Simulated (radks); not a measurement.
Values are calculated unless marked as measured or tabulated.
Task: The mean radii <r> (bohr) of the occupied orbitals of an atom or ion are listed with their occupations. Code: a radial shooting solver on a logarithmic mesh with Libxc functionals. Model: scalar-relativistic Kohn-Sham, exchange-only r2SCAN, spin-unpolarised, spherical densities, finite nucleus; meta-GGA in the generalised Kohn-Sham scheme; Fermi nuclear charge, rms radius of each element as measured or else 0.836 A^(1/3) + 0.57 fm.

orbital  occ.      <r>
1s          2  0.01715
2s          2  0.07217
2p          6  0.06503
3s          2   0.1831
3p          5   0.1830
3d         10   0.1648
4s          2   0.3627
4d          1   0.3656

Name the element and its charge.

Result: Z = 78, platinum, charge +48: Pt48+ in [Ne] 3s2 3p5 3d10 4s2 4d1. The 1s radius gives Z: for a bare nucleus <r> = (2 gamma + 1)/(2Z) with gamma = sqrt(1 - (Z/c)^2), 0.01695 bohr for Z = 78, and screening makes it slightly larger (0.01715 here). The occupations add up to 30, and the charge is Z minus that.
